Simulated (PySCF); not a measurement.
**Gold: a sound run and one with changed settings**

Sound run: Au²⁺ [Xe] 4f14 5d9, Au³⁺ [Xe] 4f14 5d8. Calculation: PySCF 2.14, in def2-SVP with the def2 core potential (60 electrons); a scalar-relativistic core potential. In the sound run the correlated levels freeze 5s2 5p6 outside the core potential. The sound run starts from symmetry-adapted Hartree-Fock orbitals and uses a fine grid where one is needed.

Changed run: initial guess minao, at most 50 SCF cycles.

```
species  method  sound run (hartree)  changed run (hartree)  converged
   Au²⁺     UHF           -133.80199             -133.80163        yes
   Au²⁺  r2SCAN           -134.64069             -134.64069        yes
   Au²⁺    BP86           -134.71062             -134.70858         no
   Au²⁺     MP2           -133.95616             -133.95604        yes
   Au³⁺     UHF           -132.66125             -132.66125        yes
   Au³⁺  r2SCAN           -133.44296             -133.44296        yes
   Au³⁺    BP86           -133.49806             -133.49806        yes
   Au³⁺     MP2           -132.77121             -132.77121        yes
```

Ionisation energy of Au²⁺:

```json
{"method": "UHF", "sound run (eV)": "31.041", "changed run (eV)": "31.031"}
{"method": "r2SCAN", "sound run (eV)": "32.592", "changed run (eV)": "32.592"}
{"method": "MP2", "sound run (eV)": "32.244", "changed run (eV)": "32.241"}
{"method": "SCS-MP2", "sound run (eV)": "32.152", "changed run (eV)": "32.150"}
```

A plain start with occupations fixed only by D2h representation lets s and d (or p and f) orbitals of one representation trade places, so the SCF can reach the same state, another state or none.

For comparison, NIST gives 30 ± 1.6 eV between the lowest levels.
